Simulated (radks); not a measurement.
Results of a calculation; reference values are marked as such.
Q: La3+, 54 electrons, occupied as [Xe]. Code: a radial shooting solver on a logarithmic mesh with Libxc functionals. Model: scalar-relativistic Kohn-Sham, exchange-only PBE, spin-polarised, spherical densities, point nucleus. Some entries of the table are withheld. Estimate them.

orbital,occ.,eigenvalue (hartree),<r> (bohr),r(max) (bohr)
1s,2,(1),0.02507,0.01608
2s,2,-227.5276,0.1074,0.09094
2p,6,-204.0053,0.09424,0.07313
3s,2,-49.29234,0.2852,0.2604
3p,6,-41.78305,0.2832,0.2548
3d,10,-30.99672,0.2600,0.2101
4s,2,-10.59179,0.6541,0.6082
4p,6,-8.14988,0.6931,0.6352
4d,10,(2),0.7674,0.6715
5s,2,-2.21812,1.542,1.404
5p,6,-1.59795,1.765,1.574

A: 
(1) 1s eigenvalue (hartree): -1424.995
(2) 4d eigenvalue (hartree): -4.61778
